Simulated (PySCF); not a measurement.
# Calculated NMR data

Computed data (PySCF 2.14.0 with density-fitted response routines): couplings computed with B3LYP/pcJ-1, geometry: PBE0-D3(BJ)/def2-SVP, GIAO PBE0/pcSseg-1 shieldings. No solvent model, no relativistic terms, a single conformation, averaged over atoms made equivalent by symmetry, fast rotation or ring inversion.

References, each an isolated molecule treated in the same way: TMS for ¹H and ¹³C. Multiplet labels drop J under 1 Hz and among equivalent protons, and merge close values. Unscaled 3J(H,H) run several per cent high. One-bond C–F couplings are unscaled and too large by tens of Hz. Shifts are as computed. Against solution values, carbons near 30 ppm lie about +2 ppm off and those near 130 ppm about +5 ppm. Of 1211 compounds with measured shifts, 218 miss one by over three times the rms of a fit or turn the order of signals round; such compounds aren't used in these exercises. For the larger molecules the spin–dipole term is left out of H,H and C,H couplings.

**1.** `N#C/C=C/F`, C3H2FN. ¹H NMR (400 MHz, computed): δ 7.34 (dd, J = 83.6, 13.1 Hz, 1H), 5.33 (dd, J = 13.1, 10.3 Hz, 1H). ¹³C{¹H} NMR (computed): δ 176.5 (CH, d, J = 367.9 Hz), 118.1 (C, d, J = 13.1 Hz), 92.3 (CH, d, J = 26.6 Hz).

**2.** SMILES O=COc1ccccn1, C6H5NO2. ¹H NMR (400 MHz, computed): δ 8.74 (d, J = 9.6 Hz, 1H), 8.53 (dd, J = 5.3, 1.9 Hz, 1H), 8.16 (s, 1H), 7.84 (ddd, J = 9.6, 8.0, 1.9 Hz, 1H), 7.17 (dd, J = 8.0, 5.3 Hz, 1H). ¹³C{¹H} NMR (computed): δ 163.0, 161.8, 154.0, 144.8, 127.0, 119.6.
